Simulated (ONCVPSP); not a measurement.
**Ti: one change to an ONCV potential, before and after**

ONCVPSP 4.0.1 input, shortened (lines: element, Z, core and valence counts, functional; n l f; lmax; l rc ep ncon nbas qcut; lloc lpopt rc5 dvloc0; l nproj debl; icmod fcfact rcfact), PBE, scalar-relativistic:

```
  Ti 22.00    3    4        4      upf
    1    0    2.00
    2    0    2.00
    2    1    6.00
    3    0    2.00
    3    1    6.00
    3    2    2.00
    4    0    1.00
    2
    0    1.45    0.00    4    9    7.00
    1    1.65    0.00    4    7    9.40
    2    1.80    0.00    4    9   10.40
    4    5    1.25    4.00
    0    2    0.50
    1    3    2.10
    2    2    2.70
    3    2.25    1.40
```

Change: s: qcut 5.9; p: qcut 8; d: qcut 8.8.

Cutoffs: the cutoffs (Ha) at which the residual kinetic energy of the hardest occupied pseudo-wave falls to 1 and 0.1 mHa per electron; they do not see the model core or the augmentation charge, which bear on the density cutoff. Errors are all-electron minus pseudo energies relative to the spin-unpolarised reference configuration.

Problem. How do hardness, ghosts and transferability respond?

Solution. The potential gets neither clearly harder nor softer (34 Ha and 39 Ha → 29 Ha and 92 Ha); the d channel sets the loose cutoff, while the largest relative change is in s, which becomes softer; of the 4 tests that both files solve, the error grows in 1 and shrinks in 0 by more than 15 % and 0.3 meV (median size 0.8 → 0.9 meV); neither file shows a bound ghost.

```tsv
quantity	base	changed
cutoff, loose	34 Ha	29 Ha
cutoff, tight	39 Ha	92 Ha
loose cutoff by channel	s 19 Ha, p 22 Ha, d 34 Ha	s 16 Ha, p 20 Ha, d 29 Ha
bound ghosts	none	none
GHOST(+) flags under 300 eV	none	none
error for 3s2 3p6 3d2 4s2, meV [ΔE -7.35 eV]	+0.7	+0.7
error for 3s2 3p6 3d2 4s0, meV [ΔE 13.57 eV]	-0.9	-1.1
error for 3s2 3p6 3d1 4s0, meV [ΔE 40.52 eV]	+45	+62
error for 3s2 3p6 3d2 4s1.5, meV [ΔE -4.41 eV]	+0.3	+0.3
s: phases at 1.47 bohr within 0.05 rad from the reference energy up to (Ha; the scan ends near 5)	to the end of the scan	to the end of the scan
p: phases at 1.68 bohr within 0.05 rad from the reference energy up to (Ha; the scan ends near 5)	to the end of the scan	to the end of the scan
d: phases at 1.83 bohr within 0.05 rad from the reference energy up to (Ha; the scan ends near 5)	to the end of the scan	to the end of the scan
rms error of d²Exc/dni dnj with the model core, mHa	0.92	0.94
```
